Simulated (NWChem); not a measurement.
# ZrO$_{2}$ cation, doublet; SMILES of the neutral closed-shell parent [Zr](=[O])=[O]

```xyz
3

Zr     0.3364     0.0678     0.0000
O     -0.9978     1.1437     0.0000
O     -0.6841    -1.4826     0.0000
```
Atoms are numbered in this order, from 1.

Geometry: optimised at PBE0/def2-SVP, spin-unrestricted. This spin state was assumed; another may lie lower. No stability test was run on the SCF state. def2 effective core potentials on Zr; no spin-orbit coupling.

Symmetry labels are those of Cs in the frame above (b1 and b2, or b-type labels, depend on it).

List the 4 lowest vertical excitations from LDA (Slater exchange, VWN5)/def2-SVP with def2 effective core potentials on Zr, spin-unrestricted, TDA (NWChem).


```json
[
 {"state": "state 1", "energy (eV)": "1.04", "oscillator strength": "0.000", "symmetry of the excitation": "a'", "<S²>": "0.76"},
 {"state": "state 2", "energy (eV)": "1.29", "oscillator strength": "0.000", "symmetry of the excitation": "a\"", "<S²>": "0.76"},
 {"state": "state 3", "energy (eV)": "1.98", "oscillator strength": "0.001", "symmetry of the excitation": "a'", "<S²>": "0.77"},
 {"state": "state 4", "energy (eV)": "2.01", "oscillator strength": "0.000", "symmetry of the excitation": "a\"", "<S²>": "0.77"}
]
```
